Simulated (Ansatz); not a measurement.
Relaxation of Si₄Ni⁺ with UKS PBE-D4/def2-SVP.

```sh
$ ansatz run in.yaml --threads 4 --pin off --events-out ev --progress --plain --max-ram 8704MiB
```

```yaml
crystal:
  periodic: [false, false, false]
  atoms:
    - {symbol: Ni, position_ang: [1.159880, 1.143860, -0.941630]}
    - {symbol: Si, position_ang: [1.323780, -0.941420, -1.491960]}
    - {symbol: Si, position_ang: [-0.119390, -1.144020, 0.348230]}
    - {symbol: Si, position_ang: [-1.935200, -0.312240, 1.564440]}
    - {symbol: Si, position_ang: [-0.429070, 1.253820, 0.520930]}
basis:
  gaussian: {orbitals: def2-SVP}
total_charge: 1
magnetization: {spin_polarized: true, initial_magnetization: 1}
hamiltonian: {xc: pbe, dispersion: d4}
scf: {lower_state_search: "off"}
output: {orbitals: {seedname: orbitals}}
relax: {f_tol: 0.02, max_steps: 100}
```

Hardware: 4 threads of Arm Neoverse V1 on a shared host. Wall time 16 s.

Positions (Å) and forces (eV/Å) at steps 1, 2, 3, 4, 5, 7, 8 of 8:

```xyz
5
step=1 energy=-72508.0413 eV
Ni    1.160    1.144   -0.942   -0.277   -0.223    0.262
Si    1.324   -0.941   -1.492   -0.264    0.019    0.418
Si   -0.119   -1.144    0.348    0.010    0.542   -0.312
Si   -1.935   -0.312    1.564    0.545    0.075   -0.300
Si   -0.429    1.254    0.521   -0.013   -0.413   -0.067
5
step=2 energy=-72508.0995 eV
Ni    1.137    1.115   -0.913   -0.121   -0.093    0.126
Si    1.323   -0.958   -1.478   -0.021   -0.076    0.087
Si   -0.117   -1.105    0.313    0.012    0.259   -0.157
Si   -1.895   -0.310    1.553    0.134   -0.015   -0.034
Si   -0.448    1.258    0.526   -0.004   -0.076   -0.021
5
step=3 energy=-72508.1360 eV
Ni    1.105    1.060   -0.873   -0.025   -0.056    0.018
Si    1.367   -1.000   -1.483    0.056   -0.102   -0.021
Si   -0.128   -1.033    0.241    0.075    0.114   -0.130
Si   -1.858   -0.318    1.575   -0.070   -0.040    0.084
Si   -0.486    1.292    0.540   -0.036    0.084    0.049
5
step=4 energy=-72508.1621 eV
Ni    1.042    0.953   -0.822    0.093    0.184   -0.104
Si    1.456   -1.098   -1.504   -0.072    0.032    0.101
Si   -0.126   -0.884    0.114   -0.043   -0.139    0.003
Si   -1.816   -0.345    1.609   -0.039   -0.003    0.030
Si   -0.555    1.374    0.603    0.061   -0.074   -0.030
5
step=5 energy=-72508.1732 eV
Ni    1.064    0.994   -0.847   -0.051   -0.039    0.016
Si    1.440   -1.066   -1.485    0.000    0.009    0.028
Si   -0.147   -0.934    0.134    0.002    0.018   -0.027
Si   -1.829   -0.337    1.615    0.026   -0.006   -0.021
Si   -0.528    1.343    0.582    0.022    0.018    0.004
5
step=7 energy=-72508.1749 eV
Ni    1.048    0.990   -0.856   -0.010   -0.008    0.000
Si    1.461   -1.072   -1.467    0.000    0.002    0.010
Si   -0.168   -0.926    0.106   -0.002    0.005   -0.009
Si   -1.819   -0.338    1.622    0.008   -0.001   -0.005
Si   -0.521    1.347    0.595    0.003    0.003    0.004
5
step=8 energy=-72508.1751 eV
Ni    1.040    0.989   -0.862   -0.004   -0.002    0.004
Si    1.473   -1.075   -1.455   -0.002    0.005    0.003
Si   -0.183   -0.922    0.087   -0.002   -0.001    0.000
Si   -1.812   -0.340    1.628    0.002    0.000   -0.001
Si   -0.518    1.348    0.601    0.006   -0.002   -0.006
```

Another isomer (doublet) lies 0.53 eV lower at PBE0-D4/def2-TZVP; other spin states weren't run for this one.
